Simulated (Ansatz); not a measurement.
C2H9B2N. Charge 0, multiplicity 1. The bonds changed during the relaxation, so this is another structure than the one it started from. The structure was optimised at the PBE0-D4/def2-TZVP level. It is one conformer, not always the lowest.

```xyz
14

B    -0.074    2.083   -0.404
C    -0.730    0.840    0.250
C     0.127   -0.333    0.659
B    -0.200   -1.833    0.340
N     0.888   -0.962   -0.468
H    -0.685    3.109   -0.505
H     1.028    2.034   -0.881
H    -1.470    0.507   -0.506
H    -1.377    1.125    1.088
H     0.809   -0.098    1.474
H    -1.177   -2.056   -0.323
H     0.299   -2.709    0.990
H     0.684   -0.603   -1.389
H     1.876   -1.103   -0.326
```

(1) What is the dipole moment at r2SCAN/def2-TZVPP? (Estimate.)

(2) And with PBE, B3LYP, ωB97M-V? (Best estimate.)

(3) Give the Mulliken charges with r2SCAN, PBE, ωB97M-V in def2-TZVPP. (Estimate.)

Results:

(1) Computed: 2.87 D, with components (1.90, 1.82, -1.17) D in this frame, pointing from negative to positive charge.

(2) Ansatz gave: PBE 2.83 D, B3LYP 2.88 D, ωB97M-V 2.91 D.

(3) Computed: 
```json
{"atom": "B1", "r2SCAN": "-0.03", "PBE": "-0.09", "ωB97M-V": "-0.18"}
{"atom": "C2", "r2SCAN": "-0.09", "PBE": "-0.14", "ωB97M-V": "-0.20"}
{"atom": "C3", "r2SCAN": "-0.03", "PBE": "-0.05", "ωB97M-V": "-0.12"}
{"atom": "B4", "r2SCAN": "-0.13", "PBE": "-0.20", "ωB97M-V": "-0.24"}
{"atom": "N5", "r2SCAN": "-0.11", "PBE": "-0.11", "ωB97M-V": "-0.09"}
{"atom": "H6", "r2SCAN": "0.01", "PBE": "0.02", "ωB97M-V": "0.08"}
{"atom": "H7", "r2SCAN": "-0.01", "PBE": "0.01", "ωB97M-V": "0.06"}
{"atom": "H8", "r2SCAN": "0.06", "PBE": "0.09", "ωB97M-V": "0.11"}
{"atom": "H9", "r2SCAN": "0.05", "PBE": "0.09", "ωB97M-V": "0.11"}
{"atom": "H10", "r2SCAN": "0.05", "PBE": "0.08", "ωB97M-V": "0.11"}
{"atom": "H11", "r2SCAN": "-0.04", "PBE": "-0.03", "ωB97M-V": "0.03"}
{"atom": "H12", "r2SCAN": "-0.03", "PBE": "-0.02", "ωB97M-V": "0.05"}
{"atom": "H13", "r2SCAN": "0.15", "PBE": "0.16", "ωB97M-V": "0.14"}
{"atom": "H14", "r2SCAN": "0.16", "PBE": "0.17", "ωB97M-V": "0.14"}
```

B3LYP here is the variant with VWN-RPA as its local correlation; programs differ in this.
